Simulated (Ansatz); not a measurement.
CoF₂, relaxed as a doublet with UKS r2SCAN-D4/def2-TZVP in Ansatz, starting from the r2SCAN-D4/def2-TZVP geometry of the neutral quartet. Force threshold 0.02 eV/Å.

The charge 0 doublet is spin-contaminated (final ⟨S²⟩ up to 1.76, 0.75 for a pure state). At r2SCAN-D4/def2-TZVP a quartet of charge 0 lies 0.64 eV below the doublet, each at its own geometry.

Start:

```tsv
atom	x (Å)	y (Å)	z (Å)
Co1	0.000	0.000	0.000
F2	0.824	0.799	1.281
F3	-0.824	-0.799	-1.281
```

**Question.** Estimate the energy that the relaxation releases and the steps that it takes.

**Answer.** 0.00 eV, in 3 steps; 80 s on 4 threads of Arm Neoverse V2 on a shared host. No frequencies were taken in this run, so the end may be a saddle point.

**Question.** Does the start keep its bonding and symmetry?

**Answer.** By distances, no bond broke or formed. The bond that changes most is Co1–F2, from 1.72 to 1.72 Å (atoms count from 1). Point group D∞h at the start, D∞h at the end, both within 0.05 Å.

**Question.** Predict the relaxed structure.

**Answer.** 
Cartesian coordinates in Å:
```
Co 0.000 0.000 0.000
F 0.823 0.798 1.279
F -0.823 -0.798 -1.279
```
Bond lengths: 2 × Co–F 1.72 Å.
